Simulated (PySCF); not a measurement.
# InO⁺: from constants to spectrum

UHF-CCSD(T) constants of InO⁺, ³Σ⁻ (triplet), unpaired electrons π ↑↑ (In def2-TZVPPD with ECP28, O def2-TZVPPD; scalar-relativistic core potentials (PySCF 2.14); masses 114.9039 and 15.9949 u):

- ωe: 100.4 cm⁻¹
- ωexe: 1.89 cm⁻¹
- Be: 0.12949 cm⁻¹
- αe: 0.00300 cm⁻¹
- D (centrifugal): 8.62e-07 cm⁻¹
- De to In⁺ + O: 0.187 eV

Q: Give the vibrational terms G(v) and spacings up to v = 6.

A: G(v) = ωe(v+½) − ωexe(v+½)².

```json
{"v": "0", "G(v) (cm⁻¹)": "49.7", "G(v) − G(v−1)": "", "Bv (cm⁻¹)": "0.1280"}
{"v": "1", "G(v) (cm⁻¹)": "146.3", "G(v) − G(v−1)": "96.6", "Bv (cm⁻¹)": "0.1250"}
{"v": "2", "G(v) (cm⁻¹)": "239.2", "G(v) − G(v−1)": "92.8", "Bv (cm⁻¹)": "0.1220"}
{"v": "3", "G(v) (cm⁻¹)": "328.2", "G(v) − G(v−1)": "89.1", "Bv (cm⁻¹)": "0.1190"}
{"v": "4", "G(v) (cm⁻¹)": "413.5", "G(v) − G(v−1)": "85.3", "Bv (cm⁻¹)": "0.1160"}
{"v": "5", "G(v) (cm⁻¹)": "495.0", "G(v) − G(v−1)": "81.5", "Bv (cm⁻¹)": "0.1130"}
{"v": "6", "G(v) (cm⁻¹)": "572.7", "G(v) − G(v−1)": "77.7", "Bv (cm⁻¹)": "0.1100"}
```

Q: How well does the Morse estimate ωe²/(4ωexe) reproduce De, and what is D0?

A: It gives 0.165 eV, 88 % of the computed De. D0 = De − G(0) = 0.187 − 0.006 = 0.181 eV.

Correlated steps freeze 5 core orbitals. The bond is weak. Basis-set superposition, not corrected here, can be much of De in a small basis, most of all at correlated wavefunction levels. These are scalar-relativistic numbers at best; spin–orbit coupling would shift them, the dissociation energy most. For an ion De counts to the pair picked by the measured ionisation energies or electron affinities, which need not be the lowest pair at this level. The state is the lowest determinant that a PBE0 search found; another state may lie lower at other levels.
